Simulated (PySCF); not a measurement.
**The 12-electron isoelectronic series, non-relativistic**

All values are computed (PySCF 2.14, energy differences of UHF-based or UKS calculations, no spin-orbit coupling). Each ion has its own even-tempered basis scaled to its charge (16s10p4d4f for the first); frozen: 1s2. Ionisation energies in eV, correlation energies of the ion in mhartree.

```tsv
ion	configuration	UHF	LDA	PBE	PBE0	r2SCAN	MP2 (outer shells)	CCSD (outer shells)	E_corr MP2	E_corr CCSD(T)	NIST (with spin-orbit, Breit and QED)
Sn³⁸⁺	[Ne] 3s2 (1S)	2595.4	2599.4	2601.2	2600.0	2595.3	2599.3	2600.6	-460.1	-512.9	2687 ± 4 (s)
Te⁴⁰⁺	[Ne] 3s2 (1S)	2852.8	2856.9	2858.8	2857.6	2852.7	2856.8	2858.2	-464.7	-520.0	2954 ± 4 (t)
Xe⁴²⁺	[Ne] 3s2 (1S)	3122.3	3126.5	3128.5	3127.3	3122.1	3126.4	3127.9	-470.0	-527.6	3243 ± 4 (t)
Ba⁴⁴⁺	[Ne] 3s2 (1S)	3403.8	3408.1	3410.3	3409.0	3403.6	3408.1	3409.7	-474.7	-534.8	3546 ± 4 (t)
Ce⁴⁶⁺	[Ne] 3s2 (1S)	3697.5	3701.9	3704.2	3702.8	3697.2	3701.9	3703.5	-479.6	-542.1	3865 ± 4 (t)
Nd⁴⁸⁺	[Ne] 3s2 (1S)	4003.3	4007.7	4010.2	4008.7	4002.8	4007.8	4009.4	-484.4	-549.3	4198 ± 4 (t)
Sm⁵⁰⁺	[Ne] 3s2 (1S)	4321.1	4325.6	4328.3	4326.8	4320.6	4325.7	4327.5	-489.3	-556.5	4548 ± 4 (t)
Dy⁵⁴⁺	[Ne] 3s2 (1S)	4993.0	4997.7	5000.6	4999.0	4992.4	4997.9	4999.8	-499.0	-571.1	5296 ± 5 (t)
Er⁵⁶⁺	[Ne] 3s2 (1S)	5347.1	5351.8	5354.9	5353.3	5346.4	5352.1	5354.1	-504.1	-578.5	5695 ± 5 (t)
```

Q: Interpolate the row of Gd⁵²⁺.

A: configuration [Ne] 3s2 (1S); UHF 4651.0; LDA 4655.6; PBE 4658.4; PBE0 4656.8; r2SCAN 4650.5; MP2 (outer shells) 4655.8; CCSD (outer shells) 4657.6; E_corr MP2 -494.4; E_corr CCSD(T) -564.0; NIST (with spin-orbit, Breit and QED) 4914 ± 4 (t).

Each ion has its own basis, which adds noise of up to about 0.1 % along the series.

NIST values marked (s) are semi-empirical, (t) theoretical. Open shells are high-spin determinants of the terms that Hund's rules give.

All relativistic terms are absent from the calculated values; where these lie close to NIST, scalar and spin-orbit shifts of opposite sign can cancel.
